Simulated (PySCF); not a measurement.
## A survey of 31P NMR shifts

- structure optimised with GFN2-xTB
- NMR shieldings at PBE0/pcSseg-1/GIAO
- program: PySCF 2.14.0 with density-fitted response routines
- single conformer, rapidly exchanging positions averaged, isolated molecule, no relativistic terms

Shieldings were converted by a linear fit to measured shifts: 31P: δ = 270.09 − 0.828σ (rms 18.1 ppm, 64 shifts vs H3PO4, solution or neat liquid). A few per cent of atoms miss by over 2 rms, more outside the fitted compound classes.

Problem. Give the 31P shifts of `CC(C)(CO)C[SiH2]P`, `CCC[Si@H](P)OCC`, `C[C@@H]1CO[P@](=O)(OC2CC2)O1`, `CCCC[Si@H](P)OC`, `CO[Si@H](P)C(C)(C)C`, `COC[Si@@H](P)C(C)C`, `C=CC[P@@](C)(=N)P`.

Solution. 
```json
{"compound": "CC(C)(CO)C[SiH2]P", "environment": "phosphorus bonded to Si, 2 H", "δ (ppm)": "-241.2"}
{"compound": "CCC[Si@H](P)OCC", "environment": "phosphorus bonded to Si, 2 H", "δ (ppm)": "-238.5"}
{"compound": "C[C@@H]1CO[P@](=O)(OC2CC2)O1", "environment": "phosphorus bonded to 4 O, in a 5-membered ring", "δ (ppm)": "21.3"}
{"compound": "CCCC[Si@H](P)OC", "environment": "phosphorus bonded to Si, 2 H", "δ (ppm)": "-243.6"}
{"compound": "CO[Si@H](P)C(C)(C)C", "environment": "phosphorus bonded to Si, 2 H", "δ (ppm)": "-244.1"}
{"compound": "COC[Si@@H](P)C(C)C", "environment": "phosphorus bonded to Si, 2 H", "δ (ppm)": "-250.6"}
{"compound": "[CH2:1]=[CH:2][CH2:3][P@@:4]([CH3:5])(=[NH:6])[PH2:7]", "environment": "P4: phosphorus bonded to 2 C, N, P", "δ (ppm)": "1.8"}
{"compound": "[CH2:1]=[CH:2][CH2:3][P@@:4]([CH3:5])(=[NH:6])[PH2:7]", "environment": "P7: phosphorus bonded to P, 2 H", "δ (ppm)": "-157.7"}
```

Problem. Order these by 31P shift, lowest first.
A. O=P1(OC2CC2)OCCCO1
B. CO[C@H](C)CC[SiH2]P
C. O=P1(OC2CCC2)OCCO1

Solution. B (-252.1 ppm, phosphorus bonded to Si, 2 H), A (-5.3 ppm, phosphorus bonded to 4 O, in a 6-membered ring), C (19.1 ppm, phosphorus bonded to 4 O, in a 5-membered ring).
